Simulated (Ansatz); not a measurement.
Ansatz (a quantum-chemistry and plane-wave program) input (B3LYP-D3(BJ)/def2-TZVP):

Ansatz 0.2 input:
```yaml
crystal:
  periodic: [false, false, false]
  atoms:
    - {symbol: C, position_ang: [-1.18027016, -0.74637887, 0.32097535]}
    - {symbol: C, position_ang: [-1.29883311, 0.73928108, 0.27717658]}
    - {symbol: C, position_ang: [-0.11088621, 1.32007710, -0.03946176]}
    - {symbol: C, position_ang: [0.87889410, 0.34406144, -0.23221231]}
    - {symbol: C, position_ang: [0.29267988, -1.02191742, -0.02439570]}
    - {symbol: C, position_ang: [2.19792903, 0.57101603, -0.56229950]}
    - {symbol: N, position_ang: [3.30481066, 0.75586179, -0.83975066]}
    - {symbol: H, position_ang: [-1.86287580, -1.21466268, -0.39358748]}
    - {symbol: H, position_ang: [-1.44770042, -1.13102455, 1.30914584]}
    - {symbol: H, position_ang: [-2.22163301, 1.25266764, 0.47632755]}
    - {symbol: H, position_ang: [0.06784217, 2.37695138, -0.13411505]}
    - {symbol: H, position_ang: [0.81326573, -1.55051191, 0.77851112]}
    - {symbol: H, position_ang: [0.39817165, -1.63141312, -0.92584208]}
basis:
  gaussian:
    orbitals: def2-TZVP
hamiltonian:
  xc: b3lyp
  dispersion: d3bj
magnetization: {spin_polarized: true, initial_magnetization: 1}
relax: {f_tol: 0.002, max_steps: 150}
```

End of the output:

```
these checks for a lower state are left out or cut short: starts, cluster_reference, orbital_swaps, neighbouring_geometries, increment
integrals: 0.19 GiB planned
1499 factors; their error is unknown
0.35 GiB of the device are held for the grids
1.50 GiB of device memory are held for the factors and their scratch space
mean field: 1.79 GiB planned
mean field evaluation 64: about -7811.0040 eV, gradient 9.7e-6 eV
mean field -7811.00395957 eV, -287.0491010257 hartree, gradient 9.8e-6 eV, S^2 0.777470; 0 other end points of the search recorded, 0 dependent functions left out
the calculation of the forces begins
reference -7811.00423684 eV, -287.0491112149 hartree; 25, 24 occupied and 228, 229 virtual orbitals, 1499 factors
relax step   7: F+E_penalty+E_count = -7811.55688278 eV  Δ(F+E_penalty+E_count) = -1.246e-5 eV  max|allowed force component| = 5.555e-3 eV/Å  Δτ_max = 0.0031 Å  (42 SCF iters, accepted)
these checks for a lower state are left out or cut short: starts, cluster_reference, orbital_swaps, neighbouring_geometries, increment
integrals: 0.19 GiB planned
1499 factors; their error is unknown
0.35 GiB of the device are held for the grids
1.50 GiB of device memory are held for the factors and their scratch space
mean field: 1.80 GiB planned
mean field -7811.00397044 eV, -287.0491014252 hartree, gradient 9.6e-6 eV, S^2 0.777469; 0 other end points of the search recorded, 0 dependent functions left out
the calculation of the forces begins
reference -7811.00424771 eV, -287.0491116147 hartree; 25, 24 occupied and 228, 229 virtual orbitals, 1499 factors
relax step   8: F+E_penalty+E_count = -7811.55688495 eV  Δ(F+E_penalty+E_count) = -2.173e-6 eV  max|allowed force component| = 1.023e-3 eV/Å  Δτ_max = 0.0004 Å  (43 SCF iters, accepted)
integrals: 0.19 GiB planned
1499 factors; their error is unknown
0.35 GiB of the device are held for the grids
1.50 GiB of device memory are held for the factors and their scratch space
mean field: 1.80 GiB planned
mean field evaluation 96: about -7811.0040 eV, gradient 7.6e-3 eV
mean field -7811.00397044 eV, -287.0491014252 hartree, gradient 9.5e-6 eV, S^2 0.777469; 1 other end points of the search recorded, 0 dependent functions left out
the calculation of the forces begins
reference -7811.00424771 eV, -287.0491116147 hartree; 25, 24 occupied and 228, 229 virtual orbitals, 1499 factors
Total energy: -7811.55716222 eV, -287.0694308480 hartree
Atom 0 at    -1.190104    -0.752391     0.323384 Å, force     0.000595    -0.000195    -0.000322 eV/Å
Atom 1 at    -1.307533     0.742796     0.279407 Å, force    -0.000388     0.000871    -0.000128 eV/Å
Atom 2 at    -0.111943     1.324207    -0.039021 Å, force    -0.001023    -0.000481     0.000701 eV/Å
Atom 3 at     0.880148     0.347277    -0.232563 Å, force     0.000664    -0.000201    -0.000400 eV/Å
Atom 4 at     0.295083    -1.030111    -0.024159 Å, force    -0.000399    -0.000509     0.000431 eV/Å
Atom 5 at     2.213759     0.585484    -0.567755 Å, force     0.000162    -0.000248     0.000054 eV/Å
Atom 6 at     3.326705     0.758973    -0.846221 Å, force     0.000085     0.000119    -0.000079 eV/Å
Atom 7 at    -1.872056    -1.227372    -0.388129 Å, force    -0.000201     0.000179    -0.000049 eV/Å
Atom 8 at    -1.459605    -1.145000     1.308355 Å, force    -0.000128     0.000240    -0.000027 eV/Å
Atom 9 at    -2.225548     1.276961     0.476417 Å, force    -0.000242     0.000010     0.000111 eV/Å
Atom 10 at     0.064077     2.386068    -0.133107 Å, force     0.000173     0.000053    -0.000121 eV/Å
Atom 11 at     0.815642    -1.560666     0.776545 Å, force     0.000513     0.000164    -0.000246 eV/Å
Atom 12 at     0.402770    -1.642218    -0.922682 Å, force     0.000190    -0.000002     0.000075 eV/Å
Dipole moment:    -0.983897    -0.219128     0.249387 e Å
```

It need not be the lowest isomer of its formula.
